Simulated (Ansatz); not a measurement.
A structure drawn as `[CH3][SbH][C](C)=O`, with this starting geometry:

Cartesian coordinates in Å:
```
C 0.0041 -1.4964 1.5326
Sb -1.1052 -1.0128 -0.1812
C 0.2721 0.5277 -0.6882
C -0.1687 1.9563 -1.0641
O 1.4669 0.2960 -0.7849
H 1.1136 -1.6454 1.3376
H -0.0637 -0.6915 2.3163
H -0.3336 -2.4377 1.9991
H -0.2283 -2.2423 -1.1755
H 0.2661 2.6129 -0.3160
H -1.3074 1.9410 -0.9045
H 0.0840 2.1922 -2.0714
```

Total charge 0; spin multiplicity 1. Sb: def2 effective core potential.

(1) Relax it with Ansatz at PBE-D4/def2-SVP and then PBE0-D4/def2-TZVP. Is the drawn bonding still there?

(2) Give the relaxed structure. (Best estimate.)

Atoms count as bonded under 1.1 times the sum of their covalent radii (H–H under 0.85 Å, pairs among N, O and F under 1.55 Å), and a drawn bond as lost past 1.3 times.

Results:

(1) Yes, every drawn bond is still there and no new one forms.

(2) Computed: 
Z-matrix (Å, degrees):
```
C
Sb 1 2.148
H 1 1.089 2 110.2
H 1 1.091 2 107.4 3 120.5
H 1 1.089 2 109.4 3 -120.4
C 2 2.239 1 92.3 3 -123.3
H 2 1.713 1 95.6 3 -33.4
O 6 1.198 2 120.3 1 -15.2
C 6 1.501 2 116.5 1 166.6
H 9 1.091 6 110.8 2 -176.7
H 9 1.093 6 109.8 2 -54.5
H 9 1.094 6 108.9 2 62.3
```
No frequency check was run.
